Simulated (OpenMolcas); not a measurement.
Mo2+ (d4) among equal point charges was computed by CASSCF with the d shell active (OpenMolcas, ANO-RCC-VDZP on the metal). Its lowest spin-free states, and all those of the highest spin:

```json
{"2S+1": "5", "Degeneracy": "2", "E (cm-1)": "0.0"}
{"2S+1": "3", "Degeneracy": "3", "E (cm-1)": "7779"}
{"2S+1": "5", "Degeneracy": "3", "E (cm-1)": "8966"}
{"2S+1": "3", "Degeneracy": "2", "E (cm-1)": "15097"}
{"2S+1": "1", "Degeneracy": "3", "E (cm-1)": "15364"}
{"2S+1": "3", "Degeneracy": "3", "E (cm-1)": "15428"}
{"2S+1": "3", "Degeneracy": "3", "E (cm-1)": "16041"}
{"2S+1": "1", "Degeneracy": "2", "E (cm-1)": "16220"}
{"2S+1": "3", "Degeneracy": "1", "E (cm-1)": "17637"}
{"2S+1": "3", "Degeneracy": "1", "E (cm-1)": "17738"}
{"2S+1": "1", "Degeneracy": "1", "E (cm-1)": "20416"}
{"2S+1": "3", "Degeneracy": "2", "E (cm-1)": "20680"}
```

Question: Is the site octahedral, tetrahedral or cube-like, axial, or of lower symmetry?

Answer: The states with 2S+1 = 5 have orbital degeneracies 2, 3. Threefold states need a cubic site. For d4 at this spin an octahedron puts the twofold E below the threefold T2 and a tetrahedron or cube puts the threefold T2 below the twofold E, so the site is octahedral. The first gap at this spin, 8970 cm-1, is |10Dq| in ligand-field theory. The run had Mo2+ among 6 point charges of -1.7 e arranged as an octahedron (Oh), 2.3 Å from the ion.

An orbital doublet at a regular site is open to a Jahn-Teller distortion, which this geometry leaves out. Without dynamic correlation the repulsion within the d shell is too large (B by tens of per cent), so at a given field states of lower spin stand too high. This shell can be high or low spin here, a state of another spin lies low, and with metal d orbitals alone active their balance is uncertain, so the ground spin may be wrong. Point charges give a weaker field than real ligands, and real ions of this kind are as a rule low spin; the high spin found here belongs to the model. This is an electrostatic model: the charges have no orbitals. No measured value stands beside these numbers.
